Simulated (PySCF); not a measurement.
Vertical excitations of a molecule CH4Cl2OSi from PySCF with TDA-PBE/def2-SVPD, as energy in eV (oscillator strength): 6.71 (0.024), 6.99 (0.005), 7.10 (0.008), 7.24 (0.001), 7.48 (0.005), 7.50 (0.030), 7.57 (0.010), 7.60 (0.038), 7.63 (0.006), 7.67 (0.017). Lowest triplet (TDA): 6.49 eV. Coordinates come from a PBE0-D3(BJ)/def2-SVP optimisation. One conformer was computed; it need not be the lowest.

Problem. Which structure fits?
A. CO[SiH](Cl)Cl
B. C[Si](O)(Cl)Cl
C. OC[SiH](Cl)Cl

Solution. A, CO[SiH](Cl)Cl
